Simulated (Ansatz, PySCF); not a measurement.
Enthalpy of formation at 298 K: 9 cases among radicals of boron compounds, in kcal/mol, species as SMILES. Terms: no dispersion term unless named; valence correlation only; 6-31G* and kin with 6d, 5d where marked; spin-orbit terms left out; open shells spin-unrestricted; non-relativistic. Basis-set limits of correlation are two-point, X^-3; Hartree-Fock from the larger set. The bracket is a focal-point correction in the basis named. Ab initio and DFT rows: single points at B3LYP-D3(BJ) geometries (Ansatz, an electronic-structure program), with unscaled harmonic terms from B3LYP/6-31G* (Ansatz) at its own minima, enthalpies of formation by atomisation with measured atoms. A UHF reference is markedly spin-contaminated in at least one set, which strains HF and MP2.

Coupled cluster (Ansatz) is a level with limits of its own, used here on species with T1 under 0.025 (0.045 for open shells) and stable references: (a) RI-MP2/CBS(aug-cc-pVTZ,aug-cc-pVQZ)+[CCSD(T)-MP2]/aug-cc-pVTZ; (b) RI-MP2/CBS(cc-pVTZ,cc-pVQZ)+[CCSD(T)-MP2]/cc-pVTZ; (c) CCSD(T)/CBS(aug-cc-pVTZ,aug-cc-pVQZ); (d) CCSD(T)/CBS(def2-TZVPPD,def2-QZVPPD).

| species | atoms | coupled cluster | difference of M06-2X/6-31G* (5d) (PySCF) | difference of MP2/3-21G (Ansatz) | difference of MP2/6-31G* (Ansatz) | difference of B3PW91/6-31G* (5d) (PySCF) | difference of PBE0/def2-TZVPD (Ansatz) | difference of wB97M-V/def2-TZVPD (Ansatz) |
|---|---|---|---|---|---|---|---|---|
| [B]=N (BNH) | 3 | 74.5 (c) | -0.1 | 36.2 | 17.7 | 0.8 | -4.6 | -2.7 |
| B[NH] (BNH3) | 5 | 44.8 (d) | -1.6 | 63.3 | 39.0 | -5.0 | -6.5 | -7.2 |
| [BH]B (B2H3) | 5 | 87.4 (d) | -12.0 | 41.3 | 22.1 | -12.8 | -9.9 | -8.1 |
| [BH2-]C#[O+] | 5 | 3.6 (a) | -9.5 | 61.6 | 18.5 | -10.0 | -9.5 | -7.4 |
| O[B]O | 5 | -94.2 (a) | 4.4 | 82.4 | 30.0 | 10.0 | 0.7 | -0.1 |
| B(F)[NH] | 5 | -45.5 (a) | -2.4 | 64.1 | 28.2 | -2.9 | -4.1 | -5.3 |
| BO[BH] | 6 | -12.3 (a) | -15.1 | 55.8 | 21.8 | -10.7 | -5.9 | -5.8 |
| F[B]C | 6 | -36.9 (b) | -6.5 | 57.2 | 27.0 | -6.2 | -5.8 | -2.5 |
| [NH2+][BH3-] (BNH5) | 7 | 31.0 (a) | -0.3 | 87.7 | 60.4 | -5.0 | -5.9 | -7.0 |

```tsv
level	cases	mean signed difference	mean absolute difference	median absolute difference	largest absolute difference
M06-2X/6-31G* (5d) (PySCF)	9	-4.79	5.77	4.40	15.1
MP2/3-21G (Ansatz)	9	61.07	61.07	61.60	87.7
MP2/6-31G* (Ansatz)	9	29.41	29.41	27.00	60.4
B3PW91/6-31G* (5d) (PySCF)	9	-4.64	7.04	6.20	12.8
PBE0/def2-TZVPD (Ansatz)	9	-5.72	5.88	5.90	9.9
wB97M-V/def2-TZVPD (Ansatz)	9	-5.12	5.12	5.80	8.1
```

M06-2X/6-31G* (5d) lies above in 1 of 9 cases and within 2 kcal/mol in 3; mean signed difference -4.79 kcal/mol, mean absolute 5.77 kcal/mol (5.00 over the 6 cases of up to 5 atoms, 7.30 over the larger). These figures hold for the species listed.

How the rows were picked: cases drawn at random among the computed members of the class with clean coupled-cluster diagnostics. The batch they came from held 20 cases of this property in the class: 0 with a tabulated value, 19 with clean coupled cluster alone, 1 with neither, which enter no statistics. The levels are drawn from those run on every case listed, the commonest habits more often. No case is left out for the size of its miss. Left out are saddle points of the reference geometry, anions that the best level run finds unbound, excited spin states, species near biochemistry, 298 K rows of species without real B3LYP wavenumbers, cases with under five habitual levels, runs that failed or that the program found above a lower state of the same kind, table entries that another table contradicts, and a share of species set aside by lot.
